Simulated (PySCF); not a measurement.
From one molecule to another.

First species: C7H11P.
Cartesian coordinates in Å at the GFN2-xTB level; atoms count from 1:
```xyz
19
C7H11P angstrom
C      2.1644    0.3033   -0.6113
C      1.8253   -1.1506   -0.3177
P      0.0547   -1.4690    0.1868
C     -0.1239   -0.1984    1.4673
C     -1.1589    0.6278    1.5196
C     -2.2552    0.6662    0.4972
C     -1.7807    0.3035   -0.8783
C     -0.7971   -0.5505   -1.1235
H      1.5553    0.6841   -1.4282
H      3.2132    0.3953   -0.8905
H      1.9840    0.9265    0.2621
H      2.4528   -1.5342    0.4922
H      2.0152   -1.7730   -1.1972
H      0.6339   -0.1988    2.2407
H     -1.2498    1.3426    2.3282
H     -3.0437   -0.0355    0.7972
H     -2.7056    1.6619    0.4796
H     -2.2908    0.8002   -1.6945
H     -0.5031   -0.7922   -2.1373
```

Second species: C7H11P.
SMILES: `C=CC1=C(C(C)C)P1`

Levels: PBE0/pcSseg-1 for dipole moment, HOMO energy, LUMO energy and HOMO–LUMO gap; GFN2-xTB for rotational constant A and rotational constant C. Geometries: GFN2-xTB. Each structure is a single optimised conformer of the isolated species, non-relativistic unless stated. Electronic properties by PySCF.

The conformers computed, where there is a choice (atom-mapped SMILES and torsion angles):
- `[CH3:1][CH2:2][P:3]1[CH:4]=[CH:5][CH2:6][CH:7]=[CH:8]1`: C1–C2–P3–C4 -49°
- `[CH2:1]=[CH:2][C:3]1=[C:4]([CH:5]([CH3:6])[CH3:7])[PH:8]1`: C1–C2–C3–C4 -174°, C3–C4–C5–C6 -1°

```tsv
property	column X	column Y
dipole moment	1.97 D	1.33 D
HOMO energy	-6.25 eV	-6.11 eV
LUMO energy	-1.11 eV	0.06 eV
HOMO–LUMO gap	5.14 eV	6.17 eV
rotational constant A	2.480 GHz	2.862 GHz
rotational constant C	0.835 GHz	1.261 GHz
```

Q: Which column belongs to which species?

A: Column X is the second species and column Y the first. The first has 19 atoms and 68 electrons, the second 19 and 68.

Q: How does each property change from the first species to the second?

A: dipole moment +0.64 D; HOMO energy -0.14 eV; LUMO energy -1.17 eV; HOMO–LUMO gap -1.03 eV; rotational constant A -0.382 GHz; rotational constant C -0.426 GHz.

On the first: The dipole equals about 4.4 × 10⁻³⁰ C·m (1 D = 3.33564 × 10⁻³⁰ C·m).

On the second: The dipole equals about 6.6 × 10⁻³⁰ C·m (1 D = 3.33564 × 10⁻³⁰ C·m). A dipole of 1.97 D is allowed in C1, and pure rotational transitions are dipole-allowed.
